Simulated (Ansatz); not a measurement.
`O/C=C(\Cl)[SiH2]O` at its PBE0-D4/def2-TZVP geometry, where that method's forces vanish. The species carries charge 0 and has multiplicity 1.

```xyz
11

O    -1.6171    1.5724   -1.5653
C    -0.5357    0.9234   -1.1353
C    -0.4739    0.0415   -0.1307
Cl   -1.9615   -0.2938    0.7300
Si    1.0567   -0.8417    0.4085
O     1.5621   -0.4071    1.9113
H    -2.3697    1.3010   -1.0181
H     0.3569    1.1748   -1.6978
H     0.7925   -2.3039    0.3654
H     2.1324   -0.4464   -0.5305
H     1.0572   -0.7203    2.6626
```

Question: What forces (eV/Å) does r2SCAN-D4/def2-TZVPP give on these atoms in Ansatz 0.2.0? (Estimate.)

Answer: Computed: 
```
O1  -0.211  0.198 -0.160
C2   0.214  0.027 -0.102
C3   0.267 -0.135  0.064
Cl4 -0.204 -0.048  0.121
Si5 -0.029 -0.041 -0.034
O6   0.040  0.025  0.035
H7  -0.033 -0.031  0.046
H8  -0.018  0.005 -0.003
H9   0.008  0.016 -0.007
H10 -0.022 -0.008  0.017
H11 -0.014 -0.008  0.024
```
